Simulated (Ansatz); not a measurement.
Reaction (atomization): `N[SiH](F)CO` → C• + F• + 6 H• + N• + O• + Si•

Computed with Ansatz on PBE0-D4/def2-TZVP structures; ΔE is electronic, products minus reactants. CBS: MP2 limit from def2 TZ/QZ plus the TZ coupled-cluster correction, frozen cores. This one scheme is used for every species, atoms too. Functionals use def2-TZVPP. No spin–orbit coupling; open shells (•) take unrestricted orbitals. Spin–orbit coupling would lower the free atoms: a little for C, F, O, Si. One conformer a species, not always the lowest.

`N[SiH](F)CO`:

Cartesian coordinates in Å:
```
N -0.574 -1.290 0.991
Si -0.784 -0.387 -0.426
F -0.483 -1.199 -1.779
C 0.415 1.055 -0.330
O 1.630 0.574 0.233
H -1.160 -2.066 1.245
H 0.351 -1.355 1.388
H -2.194 0.049 -0.558
H -0.031 1.846 0.290
H 0.570 1.474 -1.333
H 2.259 1.297 0.280
```

| level | ΔE (eV) | difference from CCSD(T)/CBS |
| --- | --- | --- |
| BLYP-D4 | 42.44 | -0.13 |
| r2SCAN-D4 | 42.32 | -0.25 |
| PBE0-D4 | 42.16 | -0.41 |
| r2SCAN0-D4 | 41.55 | -1.02 |
| CAM-B3LYP-D4 | 42.71 | 0.14 |
| ωB97M-V | 42.60 | 0.03 |
| PBE-QIDH | 41.88 | -0.69 |
| PBE | 42.86 | 0.29 |
| revPBE | 41.27 | -1.30 |
| BLYP | 41.97 | -0.60 |
| r2SCANh | 41.95 | -0.62 |
| LC-ωPBE | 42.26 | -0.31 |
| MP2/def2-SVP | 39.91 | -2.66 |
| CCSD(T)/def2-SVP | 39.28 | -3.29 |
| CCSD(T)/def2-TZVPP | 41.25 | -1.32 |
| MP2/def2-QZVPP | 42.85 | 0.28 |
| CCSD(T)/CBS | 42.57 | 0 |

Largest T1 diagnostic among the species: 0.012.

In def2-TZVPP, CCSD(T) changes the Hartree–Fock value by +11.21 eV (the triples alone add +0.60 eV) and MP2 by +12.02 eV; breaking electron pairs costs correlation energy, which Hartree–Fock lacks. At CCSD(T), def2-SVP lies −3.29 eV from the extrapolated value and def2-TZVPP −1.32 eV: correlation converges slowly with the basis, and small sets miss more of it in the bonded molecule than in its fragments. The D4 term adds +0.33 eV with B3LYP and +0.17 eV with PBE0; it sums over pairs of atoms, weighted by their polarisabilities, and B3LYP, whose exchange is more repulsive, gets the larger term.

B3LYP here is the variant with VWN-RPA as its local correlation; programs differ in this.

For atomizations the MP2-based limit and the directly extrapolated one differ by several kJ/mol either way, and by 10 to 25 for some Ge, Se and Sn compounds, so smaller differences from it don't rank the levels.
